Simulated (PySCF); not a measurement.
IK, singlet, at a GFN2-xTB geometry (such geometries of metal compounds can be far from the true shape) (core potentials on I); DF-CAMB3LYP/def2-TZVPP in PySCF.

Here is a job for PySCF.
```python
from pyscf import gto, scf, dft

mol = gto.Mole()
mol.atom = '''
    K    -0.00000000   -0.00000000   -2.32381628
    I     0.00000000    0.00000000    0.83306621
'''
mol.basis = 'def2-tzvpp'
mol.ecp = {'I': 'def2-tzvpp'}
mol.verbose = 3
mol.build()

mf = dft.RKS(mol)
mf.xc = 'camb3lyp'
mf = mf.density_fit(auxbasis='def2-universal-jkfit')
mf.kernel()
mf.analyze()
```

Write the output that PySCF gives for this input, abridged.


```
converged SCF energy = -897.7424502262
**** MO energy ****
MO #1   energy= -129.902556982513  occ= 2
MO #2   energy= -13.3164772363983  occ= 2
MO #3   energy= -10.6598082521921  occ= 2
MO #4   energy= -10.659808252192   occ= 2
MO #5   energy= -10.6593380441379  occ= 2
MO #6   energy= -6.80767069862443  occ= 2
MO #7   energy= -4.82691508088379  occ= 2
MO #8   energy= -4.82582524484776  occ= 2
MO #9   energy= -4.82582524484765  occ= 2
MO #10  energy= -1.87434458496981  occ= 2
MO #11  energy= -1.87387477953015  occ= 2
MO #12  energy= -1.87387477952996  occ= 2
MO #13  energy= -1.87284555592349  occ= 2
MO #14  energy= -1.87283351143735  occ= 2
MO #15  energy= -1.49370783829815  occ= 2
MO #16  energy= -0.850598167768302 occ= 2
MO #17  energy= -0.850598167768206 occ= 2
MO #18  energy= -0.847882137308007 occ= 2
MO #19  energy= -0.659147476477926 occ= 2
MO #20  energy= -0.254781707697995 occ= 2
MO #21  energy= -0.242323395359235 occ= 2
MO #22  energy= -0.242323395359095 occ= 2
MO #23  energy= -0.0426547295739469 occ= 0
MO #24  energy= 0.0230780386676098 occ= 0
MO #25  energy= 0.0230780386677641 occ= 0
MO #26  energy= 0.0368410810596595 occ= 0
MO #27  energy= 0.0508832899150911 occ= 0
MO #28  energy= 0.0833736642906255 occ= 0
MO #29  energy= 0.0833741211174345 occ= 0
MO #30  energy= 0.104519890233464  occ= 0

WARN: Weak orthogonality for localized orbitals 2.1986705165468717e-09

Dipole moment(X, Y, Z, Debye): -0.00000, -0.00000, -11.58108
```
